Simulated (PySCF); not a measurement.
# Norbornane: calculation and literature

Atoms are numbered as in `[CH2:1]1[CH2:2][C@@H:3]2[CH2:4][CH2:5][C@H:6]1[CH2:7]2`. Hydrogens are named by the atom that carries them. Ha(C4), Ha(C5) are cis to C1 on the ring; Ha(C1), Ha(C2) are cis to C4 on the ring; Hb(C4), Hb(C5) are trans to C1 on the ring; Hb(C1), Hb(C2) are trans to C4 on the ring.

[PySCF 2.14: shieldings: GIAO CAM-B3LYP/pcSseg-1; structure optimised with PBE0-D3(BJ)/def2-SVP; isolated molecule; non-relativistic Hamiltonian; single conformer; one averaged value for each set of equivalent atoms]

Reference values: measured (solution, not stated in the table (CDCl3 in this author's series); The use of chemical shift calculations in the conformational analysis of substituted benzenes, New J. Chem. 2019 (ESI)).
```tsv
atoms	quantity	reference	computed
H(C3)/H(C6)	δ 1H	2.19	1.91
H(C7)	δ 1H	1.18	1.01
```

Computed shifts are σ(ref) − σ with the named reference compound (TMS for H and C) calculated as an isolated molecule at the same level.

Task: How far are the unscaled 1H shifts from the references?

Result: Mean signed difference -0.22 ppm, mean absolute 0.22 ppm over 2 comparisons; the largest is -0.28 ppm at H(C3)/H(C6) (hydrogen on an sp3 CH in a ring).

2 of the 4 published NMR values on file for this molecule are compared. The rest: values whose atom or origin is in doubt.
